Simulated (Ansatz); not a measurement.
`COBO[SiH3]` + H₂ → `BOC` + silanol  (hydrogenolysis of a B–O bond)

Gas-phase electronic energies from Ansatz, PBE0-D4/def2-TZVP geometries. CCSD(T)/CBS is the MP2 limit (def2-TZVPP, def2-QZVPP) plus CCSD(T) − MP2 in def2-TZVPP, frozen cores. This one scheme is used for every species. DFT in def2-TZVPP. Each species was taken in one conformer, which may not be the lowest.

| level | ΔE (kcal/mol) | difference from CCSD(T)/CBS |
| --- | --- | --- |
| LDA (SPW92) | 29.5 | 1.3 |
| PBE0-D4 | 27.8 | -0.4 |
| r2SCANh-D4 | 29.5 | 1.3 |
| r2SCAN0-D4 | 29.3 | 1.1 |
| CAM-B3LYP-D4 | 28.8 | 0.6 |
| ωB97M-V | 28.4 | 0.2 |
| PBE-QIDH | 27.9 | -0.3 |
| revPBE | 25.0 | -3.2 |
| BLYP | 26.1 | -2.1 |
| r2SCAN | 29.2 | 1.0 |
| r2SCANh | 29.0 | 0.8 |
| RPA@PBE/def2-TZVPP | 27.1 | -1.1 |
| HF/def2-SVP | 29.1 | 0.9 |
| CCSD(T)/def2-TZVPP | 28.2 | 0.0 |
| MP2/def2-QZVPP | 29.0 | 0.8 |
| HF/CBS(def2) | 26.7 | -1.5 |
| CCSD(T)/CBS | 28.2 | 0 |

Largest T1 diagnostic among the species: 0.014.

Leaving LDA and LC-ωPBE aside and taking each functional with its dispersion term where it has one, the values, not all of them listed here, spread over 2.0 kcal/mol, from B2PLYP to r2SCAN-D4. LDA lies +3.2 kcal/mol from PBE without D4. At CCSD(T), def2-SVP lies +3.0 kcal/mol from the extrapolated value and def2-TZVPP −0.0 kcal/mol.

CCSD(T)/CBS has its own doubt, a few kJ/mol and more with outer-core shells, so smaller differences from it don't rank the levels.
